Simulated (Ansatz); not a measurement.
Ansatz (a quantum-chemistry and plane-wave program) input:

Ansatz 0.2 input:
```yaml
crystal:
  periodic: [false, false, false]
  atoms:
    - {symbol: Mo, position_ang: [-0.06591480, 0.07867069, 0.09708830]}
    - {symbol: O, position_ang: [-1.10696725, -1.44609287, -0.31917530]}
    - {symbol: O, position_ang: [0.07439364, 1.24344626, -1.12701721]}
    - {symbol: O, position_ang: [1.37862633, -0.21037453, 0.93647894]}
basis:
  gaussian:
    orbitals: def2-TZVPD
hamiltonian:
  xc: {name: r2SCAN}
magnetization: {spin_polarized: true, initial_magnetization: 2}
output: {forces: true}
```

Task: Predict the final energy.

Result: -293.93719 Eh (r2SCAN/def2-TZVPD). The basis has 160 functions.

The spin state was set by rule; other spins were not relaxed.
